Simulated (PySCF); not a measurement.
Species: ClF3Ga (charge -1).
Bonds: F1–Ga2, Ga2–F3, Ga2–F4, Ga2–Cl5.

Computed, not measured: PBE0-D3(BJ)/def2-SVP geometry optimisation, gas phase in PySCF 2.14.0.

Entries marked ? are missing. Bonds in one row agree within 0.01 Å.

| coordinate | value |
| --- | --- |
| F1–Ga2, Ga2–F3, Ga2–F4 | ? |
| Ga2–Cl5 | ? |
| F1–Ga2–F3 | ? |
| F1–Ga2–Cl5 | ? |

**Question.** Fill in the missing values.

**Answer.** 
- F1–Ga2, Ga2–F3, Ga2–F4 = 1.781 Å, drawn single (ends: fluorine bonded to Ga; gallium bonded to Cl and 3 F); 0.01 Å below the sum of covalent radii, 1.79 Å.
- Ga2–Cl5 = 2.209 Å, drawn single (ends: gallium bonded to Cl and 3 F; chlorine bonded to Ga); 0.03 Å below the sum of covalent radii, 2.24 Å.
- F1–Ga2–F3 = 109.1°, at the gallium bonded to Cl and 3 F; the outer atoms are 2.902 Å apart.
- F1–Ga2–Cl5 = 109.7°, at the gallium bonded to Cl and 3 F; the outer atoms are 3.271 Å apart.

Radii are Cordero's.

Not checked by PBE0-D3(BJ)/def2-SVP frequencies. The geometry's basis has no diffuse functions, a weakness for an anion.

Time: 21 s wall; peak memory 0.51 GiB. Hardware: one thread, Arm Neoverse N1 (aarch64), no GPU, shared host with 64 logical CPUs at a one-minute load of 20. These figures are those of the optimisation.
